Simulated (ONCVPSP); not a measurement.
**Tb, ONCV: configuration errors across variants**

terbium, optimised norm-conserving Vanderbilt (ONCV), made with ONCVPSP 4.0.1 (PBEsol, scalar-relativistic). Core [Kr] 4d10 4f8, reference 5s2 5p6 5d1 (charge +2). Waves: 5s: rc 2.00 bohr, ncon 4, nbas 8, qcut 7.5 1/bohr, 1 projector; 5p: rc 1.80 bohr, ncon 3, nbas 6, qcut 7.4 1/bohr, 3 projectors, debl 0.8 Ha; 5d: rc 2.80 bohr, ncon 4, nbas 8, qcut 5.2 1/bohr, 2 projectors, debl 1.1 Ha. Local part: polynomial inside 1.35 bohr (lpopt 1, dvloc0 6 Ha). Core correction: Teter function, fcfact 1.75, rcfact 1.15.

In the p channel the program set the typed energies aside and used -1.535, 0.250, 1.050 Ha.

All-electron excitation energies from the reference (eV): (1) 5s2 5p6 5d1 6s2 -18.980; (2) 5s2 5p6 5d1 6s1 -12.210; (3) 5s2 5p6 5d0 19.837; (4) 5s2 5p6 5d1 6s1 6p1 -16.009.

Errors AE − PS in meV (a dash: test not solved or not reliable):

```
    change   (1)   (2)   (3)   (4)  bound ghosts  GHOST(+) flags above zero
      base  +373  +238   -25  +220          none                       none
d: rc 2.14  +376  +238   -29  +220          none                       none
 d: rc 2.5  +376  +238   -29  +220          none                       none
d: rc 2.86  +373  +238   -23  +220          none                       none
d: rc 3.52  +370  +236  +4.4  +217          none                       none
d: rc 4.06  +356  +231   +71  +209          none                       none
```

**Question.** Give the same row for: d: rc 3.24.

**Answer.** +373, +238, -11, +219; bound ghosts: none; GHOST(+) flags above zero: none.
